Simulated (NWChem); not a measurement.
System: H3O cation; SMILES [OH3+]

Input file for NWChem:

```
start job
memory heap 200 mb stack 900 mb global 1100 mb
charge 1
geometry units angstroms
  O      0.000000     0.000000     0.078775
  H      0.669342     0.669342    -0.207386
  H      0.244996    -0.914338    -0.207386
  H     -0.914338     0.244996    -0.207386
end
basis spherical
  * library 3-21g
end
dft
  xc b3lyp
  iterations 150
end
driver
  maxiter 120
end
task dft optimize
task dft freq
```

Output (shortened):

```
             Northwest Computational Chemistry Package (NWChem) 7.3.0
             --------------------------------------------------------

 C3V symmetry detected

                             Geometry "geometry" -> ""
                             -------------------------

 Output coordinates in angstroms (scale by  1.889725989 to convert to a.u.)

  No.       Tag          Charge          X              Y              Z
 ---- ---------------- ---------- -------------- -------------- --------------
    1 O                    8.0000    -0.00000000     0.00000000     0.07804391
    2 H                    1.0000     0.66934190     0.66934190    -0.20811709
    3 H                    1.0000     0.24499614    -0.91433804    -0.20811709
    4 H                    1.0000    -0.91433804     0.24499614    -0.20811709

 Effective nuclear repulsion energy (a.u.)      13.8110707593

      Symmetry information
      --------------------

 Group name             C3v
 Group number             17
 Group order               6
 No. of unique centers     2

                                Z-matrix (autoz)
                                --------

 Units are Angstrom for bonds and degrees for angles

      Type          Name      I     J     K     L     M      Value
      ----------- --------  ----- ----- ----- ----- ----- ----------
    1 Stretch                  1     2                       0.98890
    2 Stretch                  1     3                       0.98890
    3 Stretch                  1     4                       0.98890
    4 Bend                     2     1     3               111.98693
    5 Bend                     2     1     4               111.98693
    6 Bend                     3     1     4               111.98693
    7 Torsion                  2     1     3     4        -126.75918
    8 Torsion                  2     1     4     3         126.75918
    9 Torsion                  3     1     2     4         126.75918
   10 Torsion                  2     4     1     3        -126.75918
   11 Torsion                  3     2     1     4        -126.75918
   12 Torsion                  2     3     1     4         126.75918

                           NWChem Geometry Optimization
                           ----------------------------

[...]

      ----------------------
      Optimization converged
      ----------------------

  Step       Energy      Delta E   Gmax     Grms     Xrms     Xmax
  ---- ---------------- -------- -------- -------- -------- --------
@    8     -76.28195984 -6.1D-06  0.00000  0.00000  0.00483  0.01427
                                     ok       ok

                                Z-matrix (autoz)
                                --------

 Units are Angstrom for bonds and degrees for angles

      Type          Name      I     J     K     L     M      Value     Gradient
      ----------- --------  ----- ----- ----- ----- ----- ---------- ----------
    1 Stretch                  1     2                       0.99539    0.00000
    2 Stretch                  1     3                       0.99539    0.00000
    3 Stretch                  1     4                       0.99539    0.00000
    4 Bend                     2     1     3               120.00000   -0.00000
    5 Bend                     2     1     4               120.00000   -0.00000
    6 Bend                     3     1     4               120.00000   -0.00000
    7 Torsion                  2     1     3     4         179.97006   -0.00000
    8 Torsion                  2     1     4     3        -179.97006    0.00000
    9 Torsion                  3     1     2     4        -179.97006    0.00000
   10 Torsion                  2     4     1     3         179.97006   -0.00000
   11 Torsion                  3     2     1     4         179.97006   -0.00000
   12 Torsion                  2     3     1     4        -179.97006    0.00000

                         Geometry "geometry" -> "geometry"
                         ---------------------------------

[...]

 Rotational Constants
 --------------------
 A=  11.254679 cm-1  ( 16.192611 K)
 B=  11.254679 cm-1  ( 16.192611 K)
 C=   5.627340 cm-1  (  8.096306 K)

 Temperature                      =   298.15K
 frequency scaling parameter      =   1.0000

 Zero-Point correction to Energy  =   20.651 kcal/mol  (  0.032910 au)
 Thermal correction to Energy     =   22.581 kcal/mol  (  0.035985 au)
 Thermal correction to Enthalpy   =   23.173 kcal/mol  (  0.036929 au)

 Total Entropy                    =   46.776 cal/mol-K
   - Translational                =   34.755 cal/mol-K (mol. weight =  19.0184)
   - Rotational                   =   11.302 cal/mol-K (symmetry #  =        3)
   - Vibrational                  =    0.719 cal/mol-K

 Cv (constant volume heat capacity) =    7.334 cal/mol-K
   - Translational                  =    2.979 cal/mol-K
   - Rotational                     =    2.979 cal/mol-K
   - Vibrational                    =    1.375 cal/mol-K

[normal modes left out]

 ----------------------------------------------------------------------------
 Normal Eigenvalue ||           Projected Infra Red Intensities
  Mode   [cm**-1]  || [atomic units] [(debye/angs)**2] [(KM/mol)] [arbitrary]
 ------ ---------- || -------------- ----------------- ---------- -----------
    1       -0.000 ||    0.013091           0.302        12.762       0.563
    2       -0.000 ||    0.040514           0.935        39.495       1.743
    3       -0.000 ||    0.003872           0.089         3.774       0.167
    4       -0.000 ||    0.008813           0.203         8.592       0.379
    5        0.000 ||    0.039896           0.920        38.892       1.716
    6        0.000 ||    0.051557           1.189        50.260       2.218
    7      480.766 ||    1.087507          25.090      1060.156      46.775
    8     1665.004 ||    0.185646           4.283       180.977       7.985
    9     1665.006 ||    0.185646           4.283       180.977       7.985
   10     3463.556 ||    0.000000           0.000         0.000       0.000
   11     3589.240 ||    0.586721          13.536       571.964      25.235
   12     3589.241 ||    0.586721          13.536       571.964      25.235
 ----------------------------------------------------------------------------
```

Level: B3LYP/3-21G. The printed entropy takes a lower symmetry number than the molecule has.
